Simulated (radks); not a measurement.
Problem. These are the eigenvalues of the occupied orbitals of an atom or ion with whole-number occupations (hartree). Calculated with a radial shooting solver on a logarithmic mesh with Libxc functionals: scalar-relativistic Kohn-Sham, LDA (Slater exchange, VWN5 correlation), spin-polarised, spherical densities, finite nucleus; Fermi nuclear charge, rms radius of each element as measured or else 0.836 A^(1/3) + 0.57 fm.

orbital  eigenvalue
1s up     -939.4375
1s down   -939.4251
2s up     -146.7090
2s down   -146.7007
2p up     -132.6986
2p down   -132.6874
3s up     -34.54791
3s down   -34.53412
3p up     -29.94375
3p down   -29.92867
3d up     -22.69646
3d down   -22.68152
4s up     -12.05482
4s down   -11.99445
4p up     -10.55650
4p down   -10.49704

Which element is it, and in what charge state? The configuration may be excited. Open shells, if any, are filled with parallel spins first.

Solution. Z = 47, silver, charge +12: Ag12+ in [Ar] 3d10 4s2 4p5. The list shows which subshells hold electrons but not how many an open one holds; the 1s level, -939.44 hartree, gives Z - s = 43.3 by -(Z - s)^2/2, which with screening and relativity narrows Z to a few neighbours, and the depths of the outer levels then fix element, charge and occupations together.
